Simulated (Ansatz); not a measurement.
`[NH2][AlH][BH]F`, relaxed with RKS PBE-D4/def2-SVP in the Gaussian-basis code of Ansatz from a rough embedded geometry. The force threshold is 0.03 eV/Å; the program also tests the step.

The species carries charge 0 and has multiplicity 1.

Start:

```xyz
8

N    -0.260   -1.390   -0.977
Al   -0.620    0.014    0.162
B     0.955    1.007    1.045
F     2.269    0.712    0.788
H    -1.160   -1.746   -1.406
H     0.271   -1.036   -1.846
H    -2.147    0.472    0.457
H     0.692    1.968    1.778
```

How much energy does the relaxation release, and in how many steps? (An estimate is asked.)

Ansatz gave: 51.88 kJ/mol, in 8 steps.

Which bonds change most? (Estimate.)

Ansatz gave: Al2–B3 from 2.061 to 2.168 Å; N1–H6 from 1.078 to 1.024 Å; N1–Al2 from 1.843 to 1.793 Å; N1–H5 from 1.059 to 1.024 Å.

Give the relaxed structure. (Best estimate.)

Ansatz gave: 
```xyz
8

N    -0.424   -1.130   -1.133
Al   -0.741    0.068    0.162
B     0.963    1.091    1.028
F     2.200    0.761    0.635
H    -1.134   -1.674   -1.632
H     0.505   -1.371   -1.489
H    -2.283    0.274    0.553
H     0.914    1.981    1.876
```
